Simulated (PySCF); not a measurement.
C3H6OSi.

```xyz
11

O      1.9931    -0.0070     0.7248
C      0.8409    -0.0305     0.3947
C     -0.2915    -0.9535     0.9014
C     -1.3932    -0.6470    -0.1558
Si    -0.3933     0.8130    -0.8665
H      0.0286    -2.0066     0.9700
H     -0.5787    -0.6302     1.9174
H     -2.3824    -0.4237     0.2683
H     -1.5120    -1.4675    -0.8803
H     -0.8600     2.1714    -0.4612
H     -0.0712     0.8170    -2.3229
```
Charge 0, spin multiplicity 1.

The structure is a stationary point at ωB97X-D3(BJ)/def2-SVP. This is a generated structure with no PubChem entry under its InChIKey; it may be hypothetical.

The numbers are results of PySCF with PBE0/pcSseg-1, not measurements. Non-relativistic, no solvent.

Task: Give the absolute GIAO shielding of each atom: isotropic value and principal components (ppm). (The exact figures need the calculation; the answer reports its results.)

Result: 
```csv
atom,σ(iso),σ11,σ22,σ33,span
O1,-521.3,-1378.0,-471.6,285.7,1663.8
C2,-58.5,-144.1,-105.0,73.6,217.7
C3,122.4,80.0,120.4,166.7,86.7
C4,184.1,170.7,186.2,195.5,24.8
Si5,362.8,231.8,346.9,509.6,277.8
H6,28.0,23.5,27.6,33.1,9.6
H7,28.0,24.3,27.2,32.5,8.2
H8,29.9,26.5,27.2,36.1,9.6
H9,29.9,26.0,27.4,36.2,10.2
H10,25.9,23.3,24.5,30.0,6.7
H11,25.9,22.6,24.6,30.7,8.1
```
